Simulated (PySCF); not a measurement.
**Vertical excitation energies**

Compound: C₆H₅NP₂.
SMILES: `Cc1pcc(C#N)cp1`

The calculation used TDDFT CAM-B3LYP/def2-SVPD, vertical, gas phase, core orbitals frozen in the response (PySCF 2.14.0, density-fitted response routines). Geometry: GFN2-xTB; no solvent, vibrations or thermal averaging.

```csv
state,λ (nm),E (eV),f,|μ| (D),symmetry,"main configurations (H = HOMO, L = LUMO)"
S1,306.5,4.05,0.0004,0.17,–,"H→L (52%), H-1→L+1 (47%)"
S2,296.3,4.18,0.018,1.06,A′,H-2→L (97%)
S3,293.5,4.22,0.0000,0.01,–,H-2→L+1 (98%)
S4,268.9,4.61,0.0065,0.61,A′,"H→L+1 (50%), H-1→L (47%)"
S5,240.3,5.16,0.471,4.90,A′,"H-1→L (48%), H→L+1 (45%)"
S6,237.0,5.23,0.306,3.93,A″,"H-1→L+1 (47%), H→L (45%)"
S7,226.1,5.48,0.0014,0.26,–,H-3→L (95%)
S8,223.9,5.54,0.0070,0.58,A′,H-3→L+1 (98%)
```

Triplets (Tamm–Dancoff): T1 2.80 eV, H-1→L (58%), H→L+1 (36%); T2 3.45 eV, H→L+1 (59%), H-1→L (39%); T3 3.46 eV, H-1→L+1 (49%), H→L (49%).

The lowest singlet lies at 4.05 eV (306 nm, ultraviolet) and is dark (f under 0.0005); its leading configuration is HOMO→LUMO (52%). The strongest level in the table is S5 at 5.16 eV (240 nm, f = 0.471). Löwdin shares by element: HOMO (one of a set within 0.03 eV) carbon 39% or more, phosphorus 24% (atoms not listed hold the other 37%); LUMO phosphorus 42%, carbon 35% or more (atoms not listed hold the other 23%). Weighted by f, the mean energy of these states is 5.16 eV. The listed states span 1.49 eV, and the widest gap between neighbours is 0.55 eV (S4 to S5). Of the 8 states listed, 3 reach f = 0.01 and 2 stay under 0.0005. Symmetry labels in Cs follow from the direction of the transition dipole and are given only for states with f of 0.002 or more. Only the lowest 8 singlets were computed, as vertical energies without vibronic structure.
